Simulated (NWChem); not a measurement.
# Si2H6O3; SMILES O[Si](O)([SiH3])O

```xyz
11

O     -1.4465    -0.0440    -1.1531
Si     0.0767    -0.0180    -0.4701
O      0.7577     1.3582    -1.1012
O      1.0077    -1.3250    -0.8860
Si    -0.0026    -0.0299     1.8653
H     -2.0020    -0.8066    -0.9377
H      0.1207     1.9682    -1.5014
H      1.3463    -1.3168    -1.7950
H     -0.6632    -1.2702     2.3644
H     -0.8038     1.1303     2.3478
H      1.3571     0.0555     2.4631
```
Atoms are numbered in this order, from 1.

Level: B3LYP/6-31G* (spherical d) (NWChem), optimised geometry, unscaled harmonic frequencies. 

```json
[
 {"frequency (cm⁻¹)": "100", "IR intensity (km/mol)": "23.5"},
 {"frequency (cm⁻¹)": "124", "IR intensity (km/mol)": "33.7"},
 {"frequency (cm⁻¹)": "148", "IR intensity (km/mol)": "3.3"},
 {"frequency (cm⁻¹)": "181", "IR intensity (km/mol)": "109.0"},
 {"frequency (cm⁻¹)": "224", "IR intensity (km/mol)": "42.1"},
 {"frequency (cm⁻¹)": "260", "IR intensity (km/mol)": "2.3"},
 {"frequency (cm⁻¹)": "290", "IR intensity (km/mol)": "43.9"},
 {"frequency (cm⁻¹)": "325", "IR intensity (km/mol)": "27.2"},
 {"frequency (cm⁻¹)": "378", "IR intensity (km/mol)": "131.9"},
 {"frequency (cm⁻¹)": "481", "IR intensity (km/mol)": "78.8"},
 {"frequency (cm⁻¹)": "538", "IR intensity (km/mol)": "16.3"},
 {"frequency (cm⁻¹)": "540", "IR intensity (km/mol)": "18.5"},
 {"frequency (cm⁻¹)": "782", "IR intensity (km/mol)": "232.9"},
 {"frequency (cm⁻¹)": "830", "IR intensity (km/mol)": "197.8"},
 {"frequency (cm⁻¹)": "849", "IR intensity (km/mol)": "207.3"},
 {"frequency (cm⁻¹)": "877", "IR intensity (km/mol)": "159.9"},
 {"frequency (cm⁻¹)": "912", "IR intensity (km/mol)": "117.8"},
 {"frequency (cm⁻¹)": "938", "IR intensity (km/mol)": "14.4"},
 {"frequency (cm⁻¹)": "941", "IR intensity (km/mol)": "15.5"},
 {"frequency (cm⁻¹)": "953", "IR intensity (km/mol)": "124.4"},
 {"frequency (cm⁻¹)": "973", "IR intensity (km/mol)": "212.6"},
 {"frequency (cm⁻¹)": "2230", "IR intensity (km/mol)": "85.8"},
 {"frequency (cm⁻¹)": "2239", "IR intensity (km/mol)": "135.1"},
 {"frequency (cm⁻¹)": "2254", "IR intensity (km/mol)": "122.9"},
 {"frequency (cm⁻¹)": "3766", "IR intensity (km/mol)": "56.8"},
 {"frequency (cm⁻¹)": "3791", "IR intensity (km/mol)": "80.9"},
 {"frequency (cm⁻¹)": "3799", "IR intensity (km/mol)": "66.2"}
]
```

```yaml
zero_point_energy: 42.5 kcal/mol
thermal correction to the enthalpy at 298.15 K (with zero-point energy): 48.6 kcal/mol
heat capacity Cv: 30.2 cal/(mol K)
entropy at 298.15 K and 1 atm (symmetry number 1): 89.4 cal/(mol K)
dipole_moment: 1.88 D
```

Rigid rotor and harmonic oscillator; modes under 100 cm⁻¹ make the entropy uncertain.
